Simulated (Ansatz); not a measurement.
`ClCBr`, relaxed with RKS PBE0-D4/def2-TZVP in the Gaussian-basis code of Ansatz from a PBE-D4/def2-SVP geometry. The force threshold is 0.005 eV/Å; the program also tests the step.

Total charge 0; spin multiplicity 1.

Start:

```xyz
5

Cl    1.630   -0.061    0.573
C    -0.059    0.137    0.062
Br   -0.719   -1.309   -1.074
H    -0.150    1.071   -0.520
H    -0.703    0.162    0.959
```

Task: How much energy does the relaxation release, and in how many steps? (Best estimate.)

Result: Computed: 2.45 kJ/mol, in 4 steps.

Task: Which bonds change most? (An estimate is asked.)

Result: Computed: C2–Br3 from 1.954 to 1.930 Å; Cl1–C2 from 1.776 to 1.755 Å; C2–H4 from 1.104 to 1.085 Å; C2–H5 from 1.104 to 1.085 Å.

Task: Give the relaxed structure. (Best estimate.)

Result: The calculation gave: 
```xyz
5

Cl    1.607   -0.064    0.562
C    -0.063    0.140    0.063
Br   -0.705   -1.293   -1.059
H    -0.147    1.057   -0.512
H    -0.692    0.160    0.946
```
